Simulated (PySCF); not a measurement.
Ligands exchanged one at a time, Sn F-C2H5. All species are isolated molecules in the gas phase. One relaxed conformer stands for each flexible species; it need not be the lowest. Strings in code marks are SMILES.

The numbers are results of PBE0-D4/def2-TZVP // PBE0-D4/def2-SVP run with PySCF, not measurements. All candidates: neutral, multiplicity 1. Delta-SCF ions had no search for a lower state. Excitations are Tamm–Dancoff values on a coarser integration grid. The basis has no diffuse functions, so Rydberg states are missing or too high.

```yaml
T1 excitation (TDA): 5.29 eV
vertical ionisation energy (Delta-SCF): 11.53 eV
HOMO: -9.51 eV
```

Q: Say which member has these values.
(A) `C[CH2][Sn]([CH2]C)([CH2]C)[CH2]C`
(B) `C[CH2][Sn]([F])([F])[F]`
(C) `C[CH2][Sn]([F])([F])[CH2]C` (C–C–Sn–F torsion 17°, F–Sn–C–C torsion 46°)

A: B, `C[CH2][Sn]([F])([F])[F]`. The others give `C[CH2][Sn]([CH2]C)([CH2]C)[CH2]C`: 6.05 eV, 8.57 eV, -6.99 eV; `C[CH2][Sn]([F])([F])[CH2]C` (C–C–Sn–F torsion 17°, F–Sn–C–C torsion 46°): 5.28 eV, 9.76 eV, -7.98 eV
